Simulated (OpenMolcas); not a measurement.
Re2+ among 6 point charges of -1.7 e arranged as a trigonal prism (D3h), 2.13 Å from the ion, with a polar angle of 50.6° against the regular 49.1°.
```
   1.6453    0.0000    1.3528  -1.70
  -0.8226    1.4249    1.3528  -1.70
  -0.8226   -1.4249    1.3528  -1.70
   1.6453    0.0000   -1.3528  -1.70
  -0.8226    1.4249   -1.3528  -1.70
  -0.8226   -1.4249   -1.3528  -1.70
```

* Program: OpenMolcas 26.06
* Method: SS-CASPT2, IPEA 0.25 Eh, imaginary shift 0.1 Eh (closed shells correlated: 4f 5s 5p)
* Basis: ANO-RCC-VDZP [7s6p4d2f1g]
* Scalar Hamiltonian: DKH2, point nucleus
* Active space: 5 electrons in 5 orbitals (5d)
* State averaging: 2S+1 = 6 even, 1 root; 2S+1 = 4 even, 24 roots; 2S+1 = 2 even, 75 roots
* Spin-orbit coupling: RASSI with atomic mean-field integrals over the reference wave functions

(1) What is the spin-free ground state (labels of D3, the rotations of D3h)?

(2) What are the lowest two levels with spin-orbit coupling?

(3) What is χT at 300 K?

## Answers

(1) 6A1, 1-fold in its orbital part, 100 % from free-ion S terms; it has the highest spin that d5 allows.

(2) A 2-fold level with g = 0.00, 0.00, 9.45, then a 2-fold level 630 cm-1 above it. Their leading multiplicities are 6 (77 %) and 6 (86 %).

(3) 3.49 cm3 K/mol.

Roots that are degenerate in the reference are averaged as groups; the widest CASPT2 spread within a group is 110 cm-1 (the 2-fold group of multiplicity 4 near 21100 cm-1 above the lowest state of its run). Shifts and gaps below about the spread of the groups concerned are not significant. This shell can be high or low spin here, a state of another spin lies low, and with metal d orbitals alone active their balance is uncertain, so the ground spin may be wrong. Point charges give a weaker field than real ligands, and real ions of this kind are as a rule low spin; the high spin found here belongs to the model. Free-ion shares, where given, are those of the reference states; single-state CASPT2 does not remix them. This is an electrostatic model: the charges have no orbitals. No measured value stands beside these numbers.
